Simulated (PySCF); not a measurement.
A structure optimised at B3LYP-D3(BJ)/def2-TZVPD, used in a PySCF frequency run:

```xyz
3

Ga     0.0000     0.0000     0.0485
H      0.0000    -1.3863    -0.7523
H      0.0000     1.3863    -0.7523
```
Charge 0, spin multiplicity 2.

**Question.** Write its SMILES, formula and point group.

**Answer.** [GaH2], GaH₂, C2v

**Question.** What are its rotational constants (standard atomic weights)?

**Answer.** 402.17, 130.44, 98.494 GHz
